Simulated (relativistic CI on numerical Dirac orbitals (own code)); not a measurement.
# Electric-dipole lines of Au31+

Calculated at this level of theory: Dirac-Coulomb-Breit CI, KLI orbitals optimised for each configuration, model QED (radiative potential, 1s self-energy scaled to tabulated hydrogen-like ionisation energies), unscaled Slater integrals (own radial code, finite nucleus).

CI space (outside the closed core [Ar] 3d10): 4s2.4p6.4d10.4f2, 4s2.4p6.4d9.4f3, 4s2.4p6.4d10.4f.5s, 4s2.4p6.4d10.4f.5p, 4s2.4p6.4d10.5s2, 4s2.4p5.4d10.4f3, 4s2.4p6.4d10.5s.5p, 4s2.4p6.4d10.4f.5d, 4s2.4p6.4d10.5p2, 4s.4p6.4d10.4f3, 4s2.4p6.4d10.5s.5d, 4s2.4p6.4d9.4f2.5s, 4s2.4p6.4d9.4f.5s2, 4s2.4p6.4d10.4f.5f, 4s2.4p6.4d10.5p.5d, 4s2.4p6.4d9.4f2.5p. Levels of other configurations are missing.

```tsv
λ vac (nm)	Lower	Upper	A (s⁻¹)	E lower (cm⁻¹)	E upper (cm⁻¹)
5.0062	4s2.4p6.4d10.4f2 3H_4 [1]	4s2.4p6.4d9.4f3 3I°_5 [178]	1.18e+10	0	1997531
5.0147	4s2.4p6.4d10.4f2 3H_4 [1]	4s2.4p6.4d9.4f3 3G°_3 [173]	1.32e+10	0	1994144
5.0301	4s2.4p6.4d10.4f2 3H_4 [1]	4s2.4p6.4d9.4f3 3F°_3 [171]	2.50e+10	0	1988038
5.0549	4s2.4p6.4d10.4f2 3H_5 [3]	4s2.4p6.4d9.4f3 3F°_4 [198]	1.22e+10	41419	2019707
5.0826	4s2.4p6.4d10.4f2 3H_5 [3]	4s2.4p6.4d9.4f3 3I°_6 [186]	1.21e+10	41419	2008921
5.0917	4s2.4p6.4d10.4f2 3F_2 [2]	4s2.4p6.4d9.4f3 3F°_3 [171]	1.60e+10	24054	1988038
5.1012	4s2.4p6.4d10.4f2 3H_4 [1]	4s2.4p6.4d9.4f3 3I°_5 [142]	6.65e+10	0	1960341
5.1172	4s2.4p6.4d10.4f2 3H_4 [1]	4s2.4p6.4d9.4f3 3H°_5 [133]	4.95e+10	0	1954201
5.1203	4s2.4p6.4d10.4f2 3H_5 [3]	4s2.4p6.4d9.4f3 3I°_6 [174]	5.11e+10	41419	1994417
5.1268	4s2.4p6.4d10.4f2 3F_3 [5]	4s2.4p6.4d9.4f3 3F°_3 [185]	2.46e+10	57170	2007698
5.1440	4s2.4p6.4d10.4f2 1G_4 [4]	4s2.4p6.4d9.4f3 3F°_4 [179]	1.66e+10	56274	2000302
5.1507	4s2.4p6.4d10.4f2 3H_5 [3]	4s2.4p6.4d9.4f3 3H°_5 [164]	1.24e+10	41419	1982906
5.1513	4s2.4p6.4d10.4f2 1G_4 [4]	4s2.4p6.4d9.4f3 3I°_5 [178]	5.54e+10	56274	1997531
5.1533	4s2.4p6.4d10.4f2 3H_4 [1]	4s2.4p6.4d9.4f3 3H°_4 [122]	2.74e+10	0	1940510
5.1568	4s2.4p6.4d10.4f2 3F_3 [5]	4s2.4p6.4d9.4f3 3P°_2 [175]	2.52e+10	57170	1996344
5.1741	4s2.4p6.4d10.4f2 3H_6 [6]	4s2.4p6.4d9.4f3 3H°_5 [184]	1.38e+10	73646	2006351
5.1756	4s2.4p6.4d10.4f2 3H_5 [3]	4s2.4p6.4d9.4f3 3H°_6 [156]	1.71e+10	41419	1973568
5.1766	4s2.4p6.4d10.4f2 1G_4 [4]	4s2.4p6.4d9.4f3 3F°_3 [171]	2.54e+10	56274	1988038
5.1785	4s2.4p6.4d10.4f2 3F_2 [2]	4s2.4p6.4d9.4f3 5G°_2 [135]	4.03e+10	24054	1955122
5.1790	4s2.4p6.4d10.4f2 3H_6 [6]	4s2.4p6.4d9.4f3 3I°_7 [183]	6.87e+10	73646	2004535
5.1839	4s2.4p6.4d10.4f2 3H_5 [3]	4s2.4p6.4d9.4f3 3H°_6 [152]	1.10e+10	41419	1970477
5.1909	4s2.4p6.4d10.4f2 3H_4 [1]	4s2.4p6.4d9.4f3 3G°_3 [105]	2.17e+10	0	1926442
5.1916	4s2.4p6.4d10.4f2 3H_5 [3]	4s2.4p6.4d9.4f3 3H°_5 [147]	2.28e+10	41419	1967612
5.1923	4s2.4p6.4d10.4f2 3F_2 [2]	4s2.4p6.4d9.4f3 3D°_1 [130]	4.40e+10	24054	1949965
5.2010	4s2.4p6.4d10.4f2 1G_4 [4]	4s2.4p6.4d9.4f3 3H°_4 [159]	3.18e+10	56274	1978983
5.2043	4s2.4p6.4d10.4f2 3H_4 [1]	4s2.4p6.4d9.4f3 5H°_4 [98]	2.74e+10	0	1921505
5.2062	4s2.4p6.4d10.4f2 3H_6 [6]	4s2.4p6.4d9.4f3 3I°_6 [174]	4.15e+10	73646	1994417
5.2073	4s2.4p6.4d10.4f2 3H_6 [6]	4s2.4p6.4d9.4f3 3K°_7 [172]	1.29e+10	73646	1994021
5.2105	4s2.4p6.4d10.4f2 3H_5 [3]	4s2.4p6.4d9.4f3 3H°_6 [144]	3.98e+10	41419	1960633
5.2162	4s2.4p6.4d10.4f2 3H_4 [1]	4s2.4p6.4d9.4f3 3H°_4 [95]	2.57e+10	0	1917122
5.2280	4s2.4p6.4d10.4f2 3H_5 [3]	4s2.4p6.4d9.4f3 3H°_5 [133]	1.23e+10	41419	1954201
5.2308	4s2.4p6.4d10.4f2 3F_3 [5]	4s2.4p6.4d9.4f3 3G°_4 [150]	1.65e+10	57170	1968916
5.2319	4s2.4p6.4d10.4f2 1G_4 [4]	4s2.4p6.4d9.4f3 3H°_5 [147]	2.38e+10	56274	1967612
5.2403	4s2.4p6.4d10.4f2 3F_4 [9]	4s2.4p6.4d9.4f3 3G°_5 [189]	4.48e+10	103443	2011717
5.2565	4s2.4p6.4d10.4f2 3F_2 [2]	4s2.4p6.4d9.4f3 3G°_3 [105]	1.19e+10	24054	1926442
5.2658	4s2.4p6.4d10.4f2 3F_3 [5]	4s2.4p6.4d9.4f3 3F°_4 [137]	1.46e+10	57170	1956214
5.2814	4s2.4p6.4d10.4f2 3H_5 [3]	4s2.4p6.4d9.4f3 3G°_5 [113]	1.30e+10	41419	1934856
5.3048	4s2.4p6.4d10.4f2 1G_4 [4]	4s2.4p6.4d9.4f3 3G°_5 [123]	1.13e+10	56274	1941344
5.3397	4s2.4p6.4d10.4f2 3H_6 [6]	4s2.4p6.4d9.4f3 3K°_7 [126]	9.07e+09	73646	1946400
5.3995	4s2.4p6.4d10.4f2 1I_6 [11]	4s2.4p6.4d9.4f3 3I°_7 [154]	3.59e+10	121081	1973109
5.3996	4s2.4p6.4d10.4f2 3H_6 [6]	4s2.4p6.4d9.4f3 3I°_7 [104]	9.21e+09	73646	1925645
23.495	4s2.4p6.4d10.4f.5s 3F°_2 [14]	4s2.4p6.4d10.4f.5p 3F_2 [197]	5.30e+09	1593011	2018626
23.709	4s2.4p6.4d10.4f.5s 3F°_3 [15]	4s2.4p6.4d10.4f.5p 3F_2 [197]	1.38e+10	1596843	2018626
23.876	4s2.4p6.4d10.4f.5s 3F°_2 [14]	4s2.4p6.4d10.4f.5p 3G_3 [190]	9.88e+09	1593011	2011836
24.097	4s2.4p6.4d10.4f.5s 3F°_3 [15]	4s2.4p6.4d10.4f.5p 3G_3 [190]	8.49e+09	1596843	2011836
```

Terms are leading LS components. Brackets give the number of a level in order of energy, since labels repeat. The list gives strong lines, with weight on those to low levels, without lines whose two gauges differ by over a factor of 2.5, among the lowest 200 of 1671 levels, so that lines to higher ones, which can be the strongest, are missing. Levels whose partners in the same complex of configurations lie outside the list can be far off, and so can their lines. Rates are taken at the computed energies, electric ones in the length gauge.

At this charge energies of transitions that change n are usually good to better than 1 %, and those within a shell (Δn = 0) to a few per cent. Terms inside the open d or f shell come out 10 to 20 % too wide with unscaled integrals.

LS names give the leading component of a level, which can be under half, so a name can repeat, a term be missing and a line seem to break the LS rules.
